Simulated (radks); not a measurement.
Results of a calculation; reference values are marked as such.
Task: These are the eigenvalues of the occupied orbitals of an atom or ion with whole-number occupations (eV). Code: a radial shooting solver on a logarithmic mesh with Libxc functionals. Model: Dirac Kohn-Sham, LB94 model potential, spin-unpolarised, spherical densities, finite nucleus; Fermi nuclear charge, rms radius of each element as measured or else 0.836 A^(1/3) + 0.57 fm.

orbital  eigenvalue
1s1/2     -11413.71
2s1/2     -1771.903
2p1/2     -1621.498
2p3/2     -1589.068
3s1/2     -499.1437
3p1/2     -448.9733
3p3/2     -443.3114
3d3/2     -361.6415

Which element is it, and in what charge state? The configuration may be excited. Open shells, if any, fill j = l - 1/2 first.

Result: Z = 32, germanium, charge +12: Ge12+ in [Ar] 3d2. The list shows which subshells hold electrons but not how many an open one holds; the 1s level, -419.45 hartree, gives Z - s = 29.0 by -(Z - s)^2/2, which with screening and relativity narrows Z to a few neighbours, and the depths of the outer levels then fix element, charge and occupations together.
